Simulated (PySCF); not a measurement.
Species: C7H9N.
SMILES with atom numbers: `[CH3:1][CH2:2][c:3]1[cH:4][cH:5][cH:6][n:7][cH:8]1`

Cartesian coordinates in Å at the PBE0-D3(BJ)/def2-SVP level; atoms count from 1:
```xyz
17
C7H9N angstrom
C     -2.3122    0.5273    0.5805
C     -1.3979    0.0489   -0.5447
C      0.0180   -0.1629   -0.0870
C      0.9605    0.8685   -0.0808
C      2.2433    0.6239    0.4001
C      2.5436   -0.6560    0.8649
N      1.6633   -1.6529    0.8658
C      0.4429   -1.4046    0.4031
H     -3.3413    0.6787    0.2207
H     -2.3428   -0.2047    1.4020
H     -1.9556    1.4799    1.0019
H     -1.4091    0.7820   -1.3676
H     -1.7889   -0.8928   -0.9630
H      0.6888    1.8596   -0.4566
H      3.0018    1.4097    0.4129
H      3.5438   -0.8842    1.2511
H     -0.2608   -2.2474    0.4103
```

Definitions: NICS(0) = −σiso at the ring centroid; NICS(1) = −σiso and NICS(1)zz = −σzz at ±1 Å along the ring normal z. Level: GIAO PBE0/pcSseg-1 (PySCF, non-relativistic, gas phase) on the PBE0-D3(BJ)/def2-SVP geometry, one conformer.

Ring bond lengths (Å), with Mayer bond orders in brackets: C3–C4 1.397 (1.39), C4–C5 1.392 (1.43), C5–C6 1.394 (1.40), C6–N7 1.330 (1.47), N7–C8 1.329 (1.48), C8–C3 1.401 (1.37).

Question: What do the NICS probes read (ppm)?

Answer: 
```
             ring                                               type  NICS(0)  NICS(1), two faces  NICS(1)zz, two faces  rms pucker (Å)  centre to ring atoms, mean (Å)
C3–C4–C5–C6–N7–C8  6-membered ring with N; formal bonds all aromatic     -7.6       -11.2 / -11.3         -28.0 / -28.6            0.00                            1.37
```

Question: What can be read from them?

Answer: 
- C3–C4–C5–C6–N7–C8: mean NICS(1)zz -28.3 ppm, shielded, aromatic by this magnetic criterion (flat ring, no four-coordinate atom).

Question: What does the geometric index give? HOMA = 1 − mean of α(R − Ropt)² over the ring bonds, with Krygowski's 1993 parameters (CC: Ropt 1.388 Å, α 257.7 Å⁻²; CN: Ropt 1.334 Å, α 93.52 Å⁻²).

Answer: 
- C3–C4–C5–C6–N7–C8: HOMA 0.99; the largest term is that of C8–C3, α(R − Ropt)² = 0.04. The geometric and the magnetic index point the same way.

Question: List the ring angles and the Hirshfeld charges of the ring atoms.

Answer: 
- C3–C4–C5–C6–N7–C8: C3 116.6° (+0.004 e), C4 119.6° (-0.037 e), C5 118.4° (-0.055 e), C6 123.1° (+0.010 e), N7 117.9° (-0.167 e), C8 124.5° (+0.011 e); sum 720.0° against 720° for a flat convex ring.

Question: What are the shieldings of the ring atoms and their hydrogens in the same run (means over atoms taken as equivalent)?

Answer: 
```csv
atoms,environment,σ isotropic (ppm),"principal values of the symmetric part, first atom (ppm)"
C3,substituted aromatic carbon,40.0,"-61.6, 6.3, 175.3"
C4,aromatic CH carbon,43.8,"-65.8, 29.3, 167.9"
C5,aromatic CH carbon,56.3,"-57.8, 53.1, 173.5"
C6,aromatic CH next to a ring nitrogen,31.1,"-78.7, 26.2, 145.7"
N7,pyridine-type nitrogen,-98.6,"-417.2, -176.8, 298.0"
C8,aromatic CH next to a ring nitrogen,28.4,"-78.1, 31.0, 132.3"
H14,aromatic hydrogen,23.76,"20.3, 22.4, 28.6"
H15,aromatic hydrogen,24.09,"21.3, 23.4, 27.5"
H16,aromatic hydrogen,22.62,"18.8, 22.7, 26.4"
H17,aromatic hydrogen,22.62,"18.6, 21.0, 28.3"
```

Question: How do the values depend on the level or the medium?

Answer: 
```
                level  NICS(0), C3–C4–C5–C6–N7–C8  mean NICS(1)zz, C3–C4–C5–C6–N7–C8
   PBE0/pcSseg-1, gas                        -7.6                              -28.3
   BP86/pcSseg-1, gas                        -7.2                              -27.2
     HF/pcSseg-1, gas                        -8.8                              -30.6
    LDA/pcSseg-1, gas                        -7.0                              -27.2
   OPBE/pcSseg-1, gas                        -7.5                              -27.5
    PBE/pcSseg-1, gas                        -7.2                              -27.2
   WP04/pcSseg-1, gas                        -7.9                              -27.4
PBE0/aug-cc-pVDZ, gas                        -6.6                              -28.2
```

The geometry is the same throughout.
